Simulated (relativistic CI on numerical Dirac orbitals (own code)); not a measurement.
**Transition arrays of Sn⁷⁺**

These numbers are calculated, not measured: Dirac-Coulomb-Breit CI, orbitals from a KLI potential per configuration, model QED, valence Slater integrals scaled by 0.9, whole transition arrays (own radial code, finite nucleus).

Configurations in the expansion (outside the closed core [Ar] 3d10 4s2): 4p6 4d7, 4p6 4d6 4f, 4p5 4d8, 4p6 4d6 5p, 4p6 4d6 5f. Levels of other configurations are missing.

All E1 lines from the levels of 4p6 4d7; mean and standard deviation are weighted by gf, and upper levels are sorted by their leading configuration.

```csv
Upper configuration,Lines,Σgf,Mean (eV),Mean (nm),σ (eV),Strongest line (nm)
4p6 4d6 4f,3131,728.5,80.50,15.401,3.46,15.442
4p5 4d8,117,138.6,85.25,14.543,2.14,14.074
4p6 4d6 5p,1718,105.5,55.32,22.414,1.80,22.716
4p6 4d6 5f,2868,515.7,98.16,12.631,3.87,12.262
```

Σgf per state of the lower configuration in bins of 0.5 nm over the central range (centre: value): 12.25: 2.34, 12.75: 1.31, 13.25: 0.30, 13.75: 0.12, 14.25: 0.79, 14.75: 1.73, 15.25: 3.40, 15.75: 0.97, 16.25: 0.17, 16.75: 0.05, 17.25: 0.11, 17.75: 0.10, 18.25: 0.05, 21.25: 0.04, 21.75: 0.12, 22.25: 0.29, 22.75: 0.26.

**Question.** How do configuration mixing and the scaling of the Slater integrals move the arrays?

**Answer.** Slater scale 0.9, no configuration mixing: 4p6 4d6 4f 80.2 ± 3.1 eV (Σgf 1009.6), 4p5 4d8 78.7 ± 5.7 eV (Σgf 219.0), 4p6 4d6 5p 55.3 ± 1.8 eV (Σgf 120.8), 4p6 4d6 5f 96.6 ± 2.0 eV (Σgf 26.4); Slater scale 1: 4p6 4d6 4f 81.9 ± 3.6 eV (Σgf 730.4), 4p5 4d8 86.3 ± 1.8 eV (Σgf 27.7), 4p6 4d6 5p 55.4 ± 2.0 eV (Σgf 104.9), 4p6 4d6 5f 97.6 ± 5.3 eV (Σgf 653.2); Slater scale 0.8: 4p6 4d6 4f 79.1 ± 3.2 eV (Σgf 729.8), 4p5 4d8 84.4 ± 2.4 eV (Σgf 201.0), 4p6 4d6 5p 55.2 ± 1.6 eV (Σgf 106.8), 4p6 4d6 5f 98.3 ± 2.6 eV (Σgf 422.7). With mixing, levels are counted to their leading configuration, so an array can shrink or vanish into another, and the sums then hold other lines.
